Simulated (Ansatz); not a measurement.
`O[SiH2][SiH2]F`, relaxed with RKS PBE-D4/def2-SVP in the Gaussian-basis code of Ansatz from a rough embedded geometry. The force threshold is 0.03 eV/Å; the program also tests the step.

Total charge 0; spin multiplicity 1.

Start:

```xyz
9

O     1.881   -0.682   -0.332
Si    0.463   -0.629    0.517
Si   -1.182    0.660   -0.471
F    -1.531    0.074   -1.966
H     2.609   -0.080   -0.053
H     0.787   -0.080    1.842
H     0.013   -2.026    0.755
H    -2.378    0.699    0.378
H    -0.663    2.063   -0.669
```

Question: By how much does the energy fall, and how many steps does the optimiser take? (Estimate.)

Answer: Ansatz gave: 13.15 kJ/mol, in 10 steps, 2 of them rejected.

Question: Which bonds change most? (Estimate.)

Answer: Computed: Si2–Si3 from 2.312 to 2.361 Å; Si2–H6 from 1.470 to 1.514 Å; Si3–H8 from 1.467 to 1.507 Å; O1–Si2 from 1.654 to 1.687 Å.

Question: Give the relaxed structure. (Best estimate.)

Answer: The calculation gave: 
```xyz
9

O     1.970   -0.737   -0.204
Si    0.500   -0.687    0.622
Si   -1.098    0.672   -0.463
F    -1.487    0.032   -1.930
H     2.360    0.131   -0.408
H     0.637   -0.150    2.031
H     0.031   -2.110    0.698
H    -2.359    0.790    0.353
H    -0.553    2.059   -0.699
```
